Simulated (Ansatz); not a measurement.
Relaxation of Cl$_{2}$FGeH$_{3}$OS (9 atoms, charge 0, multiplicity 1), to a largest force component of 0.03 eV/Å in at most 50 steps.

Theory: RKS PBE0-D4/def2-SVP (Ansatz 0.2.0).

```xyz
9
Properties=species:S:1:pos:R:3
Ge -0.133 -0.078 -0.011
O -0.232 -0.066 1.750
H -0.867 -0.737 2.044
Cl 1.826 -0.439 -0.731
Cl -1.087 1.559 -0.950
F -1.064 -1.470 -0.440
S 1.595 2.534 1.439
H 2.749 1.834 1.438
H 1.006 1.670 2.336
```

Question: Where does it end, and by what steps?

Answer: The run converged. After 3 steps the energy has fallen by 0.015 eV; H9 moved furthest, 0.10 Å.

| step | energy less start (eV) | largest force component (eV/Å) | accepted |
| --- | --- | --- | --- |
| 0 | 0.0000 | 0.452 | yes |
| 1 | -0.0106 | 0.205 | yes |
| 2 | -0.0149 | 0.051 | yes |
| 3 | -0.0152 | 0.028 | yes |

```xyz
9
Properties=species:S:1:pos:R:3
Ge -0.157 -0.100 -0.020
O -0.249 -0.079 1.731
H -0.843 -0.782 2.031
Cl 1.806 -0.445 -0.736
Cl -1.084 1.552 -0.958
F -1.088 -1.491 -0.452
S 1.634 2.573 1.466
H 2.749 1.813 1.455
H 1.025 1.765 2.358
```

Whether the end is a true minimum wasn't checked by a vibrational analysis.

The run took 13 s on 4 threads of Arm Neoverse V1 (shared host), peak memory 0.36 GiB.
